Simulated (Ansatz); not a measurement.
Species: SnCl, charge 0, doublet. SnCl (SMILES [Cl][Sn], doublet).
B3LYP-D3(BJ)/def2-TZVP minimum from Ansatz (a program for electronic structure):
```xyz
2

Sn     0.0000     0.0000    -0.6074
Cl     0.0000     0.0000     1.7863
```
Charge 0, spin multiplicity 2.

Wanted: atomisation energy (electronic, to ground-state atoms), in kJ/mol. UHF or UKS for unpaired electrons; spin-orbit terms are left out. Cores are frozen in correlated methods (noble-gas shells, and filled d and f shells in the p block). Past Kr the def2 sets carry scalar-relativistic core potentials. CBS(X,Y): correlation extrapolated as X^-3, Hartree-Fock from the larger set. A bracket is a step between two methods taken in the basis named. Spin-orbit terms, left out, reach several kcal/mol for Br and I, and more for heavier atoms.

```json
[
 {"level": "MP2/def2-TZVPP", "program": "Ansatz", "atomisation energy (kJ/mol)": "373.5"},
 {"level": "CCSD/CBS(def2-TZVPP,def2-QZVPP)", "program": "Ansatz", "atomisation energy (kJ/mol)": "367.8"},
 {"level": "CCSD(T)/CBS(def2-TZVPP,def2-QZVPP)", "program": "Ansatz", "atomisation energy (kJ/mol)": "381.9"}
]
```

Question: Estimate the value at CCSD(T)/CBS(def2-TZVPP,def2-QZVPP) + [CCSDT(Q) - CCSD(T)]/def2-QZVPP + [CCSDTQ - CCSDT(Q)]/def2-SVP (Ansatz).

Answer: 382.1 kJ/mol; the difference of CCSD(T)/CBS(def2-TZVPP,def2-QZVPP) is -0.2 kJ/mol.
